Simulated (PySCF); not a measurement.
Bonds (- single, = double, # triple, : aromatic): B1-C2 1.567 Å, C2-C3 1.452 Å, C3#C4 1.211 Å. B1 carries H5, H6; C2 carries H7, H8; C4 carries H9.

Geometry: PBE0-D3(BJ)/def2-SVP; GIAO shifts from PySCF, gas phase, non-relativistic, averaged over equivalent atoms.

At BLYP/pcSseg-2 (214 basis functions, 19 s wall time on 1 thread of an Arm Neoverse V1, shared host):
```json
{"atoms": "B1", "δ (ppm)": "94.5"}
{"atoms": "C3", "δ (ppm)": "86.8"}
{"atoms": "C4", "δ (ppm)": "66.9"}
{"atoms": "C2", "δ (ppm)": "26.9"}
{"atoms": "H5/H6", "δ (ppm)": "7.62"}
{"atoms": "H7/H8", "δ (ppm)": "2.88"}
{"atoms": "H9", "δ (ppm)": "1.57"}
```

Shifts are taken against calculated references (same method and geometry level): $^{11}$B (σref 91.12) against BF3·OEt2; $^{13}$C (σref 175.01), $^{1}$H (σref 31.38) against TMS.

What do these become at KT3/pcSseg-2?

Answers


```csv
atoms,δ at KT3/pcSseg-2,change
B1,85.2,-9.3
C3,78.7,-8.1
C4,62.0,-4.9
C2,24.8,-2.1
H5/H6,7.31,-0.31
H7/H8,2.91,+0.03
H9,1.74,+0.17
```

References, each an isolated molecule treated in the same way: $^{11}$B (98.64 ppm) against BF3·OEt2; TMS for $^{13}$C (181.31 ppm), $^{1}$H (31.35 ppm).

The largest change is at B1 (boron bonded to C, 2 H). Cost: 214 basis functions, 19 s wall time on 1 thread of an Arm Neoverse V1, shared host. The order of the carbon signals is the same at both levels.

A carbon bonded to boron is broadened by the quadrupolar boron nucleus and is often missing from a measured spectrum.
